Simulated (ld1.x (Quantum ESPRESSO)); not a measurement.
**Which change was made? (Sr, TM)**

* Element: Sr (Z = 38)
* Generator: ld1.x (Quantum ESPRESSO) 7.5
* Type: norm-conserving Troullier–Martins (Kleinman–Bylander form)
* Functional: PBE
* Relativity: scalar-relativistic
* Frozen core: [Ar] 3d10 4s2
* Valence charge: 8
* Reference configuration: 4p6 4d0 5s2 5p0
* Partial waves: 4p (bound): rc 1.35 bohr; 4d (bound, empty): rc 3.80 bohr; 5s (bound): rc 3.75 bohr
* Local potential: the s channel
* Core correction: none

Cutoffs, loose and tight: the cutoffs (Ry, on a coarse ladder) from which the occupation-weighted sum of valence levels, in a spherical-Bessel basis at the reference potential, stays within 10 and 1 mRy of its value at 400 Ry. They do not see the model core or the augmentation charge, which bear on the density cutoff. Test errors are all-electron minus pseudo excitation energies from the reference, over the configurations 4p6 4d0 5s1 5p0; 4p6 4d0 5s0 5p0; 4p6 4d0 5s1.5 5p0; 4p6 4d0 5s0 5p1; 4p6 4d0 5s1 5p1; 4p6 4d0 5s0 5p2; 4p5 4d0 5s2 5p0; variants that change the core or the reference have their own tests.

The base gives: outcome: generated; cutoff, loose: 45 Ry; cutoff, tight: 90 Ry; bound ghosts: none; largest test error (meV): -728.

(1) After one change the result is: outcome: generated; cutoff, loose: 35 Ry; cutoff, tight: 70 Ry; bound ghosts: none; largest test error (meV): -800. Which change was it?
A. all radii scaled by about 0.88 (s 3.30, p 1.18, d 3.34 bohr)
B. all radii scaled by about 1.29 (s 4.86, p 1.74, d 4.92 bohr)
C. all radii scaled by about 0.74 (s 2.78, p 1.00, d 2.82 bohr)

Results:

(1) B. The others give: all radii scaled by about 0.88 (s 3.30, p 1.18, d 3.34 bohr) → outcome: generated; cutoff, loose: 80 Ry; cutoff, tight: 160 Ry; bound ghosts: none; largest test error (meV): -728 | all radii scaled by about 0.74 (s 2.78, p 1.00, d 2.82 bohr) → outcome: generated; cutoff, loose: 140 Ry; cutoff, tight: over 300 Ry; bound ghosts: none; largest test error (meV): -647.
